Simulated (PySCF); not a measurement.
C₃H₉GeN, SMILES C[NH][GeH2][CH]=C.

Coordinates come from a PBE0-D3(BJ)/def2-SVP optimisation. This is a generated structure with no PubChem entry under its InChIKey; it may be hypothetical. One conformer was computed; it need not be the lowest.

Two levels are set side by side: PBE/def2-TZVP (PySCF) and B3LYP/def2-TZVP (PySCF). Same geometry, gas phase. Differences are taken from unrounded values.

| quantity | B3LYP | PBE | PBE minus B3LYP |
|---|---|---|---|
| orbital gap (eV) | 5.60 | 3.66 | -1.94 |
| highest occupied level (eV) | -6.24 | -5.09 | 1.16 |
| lowest empty level (eV) | -0.64 | -1.43 | -0.78 |
| dipole moment (D) | 0.87 | 0.89 | 0.02 |
| mean polarisability (bohr³) | 75.9 | 78.0 | 2.1 |

PBE's occupied levels lie high since its potential decays too fast outside the molecule; exact exchange lowers them and widens the gap. Differences between two approximate levels are no errors against the true value.

Rough cost on one machine, each run with all the roots and properties that it gave: B3LYP against PBE within a factor of 2.
